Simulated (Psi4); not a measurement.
I₂Sn, triplet, geometry from GFN2-xTB (such geometries of metal compounds can be far from the true shape) (the spin is typed, not shown lowest) (all electrons, no relativity); Psi4 1.11 with B3LYP/STO-3G.

Psi4 was given this input:
```
memory 2 GB

molecule mol {
0 3
Sn   -0.004530    0.000503    1.537771
I     0.885243   -1.501956   -0.722271
I    -0.880970    1.501482   -0.728456
}

set {
  basis sto-3g
  reference uks
  scf_type pk
}

energy('b3lyp')
print_variables()
```

The log (banner, timings and long lists left out):

```
   => Loading Basis Set <=

    Name: STO-3G
    Role: ORBITAL
    Keyword: BASIS

         ---------------------------------------------------------
                                   SCF
               by Justin Turney, Rob Parrish, Andy Simmonett
                          and Daniel G. A. Smith
                              UKS Reference
         ---------------------------------------------------------

  ==> Geometry <==

    Molecular point group: cs
    Full point group: Cs

    Geometry (in Angstrom), charge = 0, multiplicity = 3:

       Center              X                  Y                   Z               Mass
    ------------   -----------------  -----------------  -----------------  -----------------
         SN          -0.002728326759    -1.537030409709     0.000000000000   119.902201630000
         I            1.743424663455     0.723017955867     0.000000000000   126.904471900000
         I           -1.740846878919     0.729202973287     0.000000000000   126.904471900000

  Running in cs symmetry.

  Rotational constants: A =      0.04042  B =      0.02188  C =      0.01420 [cm^-1]
  Rotational constants: A =   1211.69865  B =    656.06204  C =    425.61635 [MHz]
  Nuclear repulsion = 1408.627504931208478

  Charge       = 0
  Multiplicity = 3
  Electrons    = 156
  Nalpha       = 79
  Nbeta        = 77

  ==> Algorithm <==

  SCF Algorithm Type is PK.
  DIIS enabled.
  MOM disabled.
  Fractional occupation disabled.
  Guess Type is SAD.
  Energy threshold   = 1.00e-06
  Density threshold  = 1.00e-06
  Integral threshold = 1.00e-12

  ==> Primary Basis <==

  Basis Set: STO-3G
    Blend: STO-3G
    Number of shells: 33
    Number of basis functions: 81
    Number of Cartesian functions: 87
    Spherical Harmonics?: true
    Max angular momentum: 2

  ==> DFT Potential <==

   => LibXC <=

    Version 7.1.2
    S. Lehtola, C. Steigemann, M. J. T. Oliveira, and M. A. L. Marques,  SoftwareX 7, 1–5 (2018) (10.1016/j.softx.2017.11.002)

   => Composite Functional: B3LYP <=

    B3LYP Hyb-GGA Exchange-Correlation Functional

    P. J. Stephens, F. J. Devlin, C. F. Chabalowski, and M. J. Frisch,  J. Phys. Chem. 98, 11623 (1994) (10.1021/j100096a001)

    Deriv               =              1
    GGA                 =           TRUE
    Meta                =          FALSE

    Exchange Hybrid     =           TRUE
    MP2 Hybrid          =          FALSE

   => Exchange Functionals <=

    0.0800   Slater exchange
    0.7200         Becke 88
[...]
      Ntotal   =  155.9998976228 ; deviation = -1.024e-04

   @Spin Contamination Metric:   1.262337437E-03
   @S^2 Expected:                2.000000000E+00
   @S^2 Observed:                2.001262337E+00
   @S   Expected:                1.000000000E+00
   @S   Observed:                1.000000000E+00

    Orbital Energies [Eh]
    ---------------------

    Alpha Occupied:

[...]
      24App   -0.047958

    Alpha Virtual:

[...]
    Beta Occupied:

[...]
    Beta Virtual:

[...]
      57Ap     0.136675

    Final Occupation by Irrep:
             Ap   App
    DOCC [    54,   23 ]
    SOCC [     1,    1 ]
    NA   [    55,   24 ]
    NB   [    54,   23 ]

  @UKS Final Energy: -19670.99054642207193

   => Energetics <=

    Nuclear Repulsion Energy =           1408.6275049312084775
    One-Electron Energy =              -29947.5564655198613764
    Two-Electron Energy =                9280.8980827528957889
    DFT Exchange-Correlation Energy =    -412.9596685863168091
    Empirical Dispersion Energy =           0.0000000000000000
    VV10 Nonlocal Energy =                  0.0000000000000000
    Total Energy =                     -19670.9905464220755675

  UHF NO Occupations:
  HONO-2 :   54 Ap 1.9994106
  HONO-1 :   24App 1.0000000
  HONO-0 :   55 Ap 1.0000000
  LUNO+0 :   56 Ap 0.0005894
  LUNO+1 :   57 Ap 0.0000419

Computation Completed

Properties will be evaluated at   0.000000,   0.000000,   0.000000 [a0]

Properties computed using the SCF density matrix

 Multipole Moments:

 ------------------------------------------------------------------------------------
     Multipole            Electronic (a.u.)      Nuclear  (a.u.)        Total (a.u.)
 ------------------------------------------------------------------------------------

 L = 1.  Multiply by 2.5417464519 to convert [e a0] to [Debye]
 Dipole X            :         -0.0010157            0.0003897           -0.0006260
 Dipole Y            :         -0.5404696            0.2195649           -0.3209046
 Dipole Z            :          0.0000000            0.0000000            0.0000000
 Magnitude           :                                                    0.3209052

 ------------------------------------------------------------------------------------

  Variable Map:
  ----------------------------------------------------------------------------
[...]
  Array Variable Map:
  ----------------------------------------------------------------------------
[...]
[...]
```
